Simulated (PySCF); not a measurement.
A GIAO shielding run with PySCF 2.14.0 with density-fitted response routines (density fitting, non-relativistic, gas phase) on SMILES C([Si@@H](C)CO[SiH3])(F)(F)F, C$_{3}$H$_{9}$F$_{3}$OSi$_{2}$:

```
$ OMP_NUM_THREADS=1 python probes_run.py task.json out

{"job": {"kind": "nmr", "xc": "PBE0", "basis": "pcSseg-1"}, "charge": 0, "multiplicity": 1}
C     -1.552794    -1.563593    -0.042597
Si    -0.897140     0.076524     0.636142
C      0.734817     0.596735    -0.199883
O      1.661651    -0.412030     0.136641
Si     3.239924    -0.496139    -0.238528
C     -2.237877     1.415515     0.138648
F     -1.925420     2.661350     0.551496
F     -3.455860     1.149086     0.651690
F     -2.411678     1.503230    -1.198221
H     -2.516443    -1.820110     0.390876
H     -1.679867    -1.516339    -1.123414
H     -0.861132    -2.372251     0.173937
H     -0.803854     0.171353     2.095016
H      0.647520     0.664833    -1.290153
H      1.101660     1.567245     0.149997
H      3.972717     0.645924     0.315136
H      3.541175    -1.766047     0.399997
H      3.433841    -0.498969    -1.691734
```

Hardware: 1 thread of an Arm Neoverse V2, shared host. The job also computes population analyses, field gradients.

Q: How large is the calculation?

A: 90 electrons, 212 basis functions and 1149 auxiliary functions.

Q: How long does it take, and how much memory does it need?

A: 37 s of wall time, with 13 SCF cycles and 4 response iterations; peak memory 0.87 GiB. Times on a shared host scatter by some tens of per cent.
